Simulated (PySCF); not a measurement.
Be(F)(SMe) (CH₃BeFS), SMILES C[S][Be][F].

Geometry optimised at B3LYP-D3(BJ)/def2-SVP. One conformer was computed; it need not be the lowest.

These are CAM-B3LYP/def2-TZVPD run with PySCF values and carry that method's errors.

Gas-phase values at a fixed geometry.

Q: Estimate the frontier levels, gap, dipole moment and polarisability. (An estimate is asked for; the answer gives what the named calculation found.)

A: 
* **highest occupied level**: -8.58 eV
* **lowest empty level**: 0.00 eV
* **orbital gap**: 8.59 eV
* **dipole moment**: 1.83 D
* **quadrupole, principal values (traceless, Buckingham form, about the centre of nuclear charge)**: -8.13, 1.75, 6.38 D·Å
* **mean static polarisability**: 48.6 bohr³ (7.21 Å³)
* **polarisability, principal values**: 41.6, 47.3, 57.0 bohr³
